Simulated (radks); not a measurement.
Species: Zr19+. Configuration: [Ar] 3d3. All-electron calculation, Dirac Kohn-Sham, PBE, spin-unpolarised, spherical densities, finite nucleus; open shells fill j = l - 1/2 first; Fermi nuclear charge, rms radius 4.2694 fm. Program: a radial shooting solver on a logarithmic mesh with Libxc functionals.

Normalised radial functions P(r) = r R(r) (large component), r in bohr:

r	2s1/2	2p3/2	3p1/2
0.001257	0.2238	0.0029	0.0035
0.001572	0.2736	0.0044	0.0048
0.001967	0.3335	0.0068	0.0066
0.002442	0.4019	0.0104	0.0091
0.003055	0.4852	0.0160	0.0128
0.003821	0.5819	0.0245	0.0182
0.004781	0.6919	0.0375	0.0259
0.005934	0.8091	0.0562	0.0368
0.007423	0.9387	0.0850	0.0529
0.009287	1.0695	0.1276	0.0762
0.01162	1.1896	0.1898	0.1093
0.01454	1.2810	0.2792	0.1557
0.01804	1.3187	0.3998	0.2169
0.02257	1.2746	0.5703	0.3014
0.02824	1.1102	0.7962	0.4103
0.03533	0.7919	1.0827	0.5432
0.04384	0.3209	1.4120	0.6876
0.05485	-0.3268	1.7882	0.8367
0.06862	-1.0781	2.1566	0.9522
0.08585	-1.8167	2.4494	0.9838
0.1074	-2.3819	2.5842	0.8708
0.1333	-2.6156	2.4985	0.5760
0.1668	-2.4560	2.1653	0.0671
0.2086	-1.9432	1.6404	-0.5837
0.261	-1.2683	1.0548	-1.2216
0.324	-0.6798	0.5703	-1.6338
0.4053	-0.2735	0.2368	-1.6974
0.5071	-0.0794	0.0726	-1.3893
0.6344	-0.0155	0.0153	-0.8853
0.7936	-0.0018	0.0020	-0.4246
0.985	-0.0001	0.0002	-0.1515
1.232	0.0000	0.0000	-0.0344

2s1/2: eigenvalue -3148.8 eV, 1 radial node at r = 0.0493 bohr, <r> = 0.161 bohr, 90 % of the charge inside 0.250 bohr. 2p3/2: eigenvalue -2856.8 eV, 0 radial nodes, <r> = 0.142 bohr, 90 % of the charge inside 0.231 bohr. 3p1/2: eigenvalue -912.59 eV, 1 radial node at r = 0.171 bohr, <r> = 0.412 bohr, 90 % of the charge inside 0.615 bohr.
